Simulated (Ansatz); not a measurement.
`O[SiH2]C(O)O` → `OC(O)O[SiH3]`  (isomerisation)

Isolated molecules relaxed with PBE0-D4/def2-TZVP in Ansatz; ΔE leaves out vibrations. CCSD(T)/CBS adds triple-zeta CCSD(T) − MP2 to the extrapolated MP2 energy (def2 sets, frozen cores). Functionals use def2-TZVPP. One conformer a species, not always the lowest.

**Question.** Is it downhill or uphill in electronic energy at CCSD(T)/CBS, and by how much? (Best estimate.)

**Answer.** The calculation gave: Uphill: ΔE = +0.09 eV.

**Question.** What do these levels give: PBE-D4, PBE, MP2/def2-TZVPP, MP2/def2-QZVPP, HF/CBS(def2), MP2/CBS(def2)? (Estimate.)

**Answer.** Computed: PBE-D4 0.11, PBE 0.11, MP2/def2-TZVPP 0.07, MP2/def2-QZVPP 0.11, HF/CBS(def2) -0.15, MP2/CBS(def2) 0.13 eV.

Largest T1 diagnostic among the species: 0.012.

From PBE to PBE0 (25 % exact exchange), in def2-TZVPP and without D4, ΔE moves by −0.05 eV. In def2-TZVPP, CCSD(T) changes the Hartree–Fock value by +0.18 eV (the triples alone add +0.01 eV) and MP2 by +0.22 eV.
